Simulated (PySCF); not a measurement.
## Predicted spectroscopic data

[PySCF 2.14.0 with density-fitted response routines: shieldings: GIAO PBE0/pcSseg-1; J: B3LYP/pcJ-1 (spin–dipole term left out of most H,H and C,H couplings); structure optimised with GFN2-xTB; relativity neglected; a single conformation; no solvent; rapidly exchanging positions averaged]

Shifts are taken against calculated references (same method and geometry level): ¹H and ¹³C against TMS. Multiplet labels drop J under 1 Hz and among equivalent protons, and merge close values. Unscaled 3J(H,H) run several per cent high. Where no couplings were computed, multiplicities follow the n + 1 count of equivalent neighbours, and m marks all less simple cases (inequivalent or close neighbours, rings, F or P nearby). One-bond C–F couplings are unscaled and too large by tens of Hz. Shifts are as computed. Against solution values, carbons near 30 ppm lie about +3 ppm off and those near 130 ppm about +5 ppm. Of 1211 compounds with measured shifts, 218 miss one by over three times the rms of a fit or turn the order of signals round; such compounds aren't used in these exercises.

**1.** SMILES C=Cc1cnnn1[SiH](C)C, C$_{6}$H$_{11}$N$_{3}$Si. ¹H NMR (600 MHz, computed): δ 8.22 (s, 1H), 7.00 (m, 1H), 6.30 (m, 1H), 5.74 (m, 1H), 5.52 (sept, 1H), 0.62 (d, 6H). ¹³C{¹H} NMR (computed): δ 148.3, 135.2, 129.5, 122.6, -1.5.

**2.** `FC(C(C#C)(F)F)(F)F`, C$_{4}$HF$_{5}$. ¹H NMR (600 MHz, computed): δ 2.47 (t, J = 6.0 Hz, 1H). ¹³C{¹H} NMR (computed): δ 128.4 (C, qt, J = 360.1, 36.2 Hz), 111.7 (C, tq, J = 309.9, 40.0 Hz), 89.6 (CH, t, J = 3.2 Hz), 76.3 (C, t, J = 34.9 Hz).
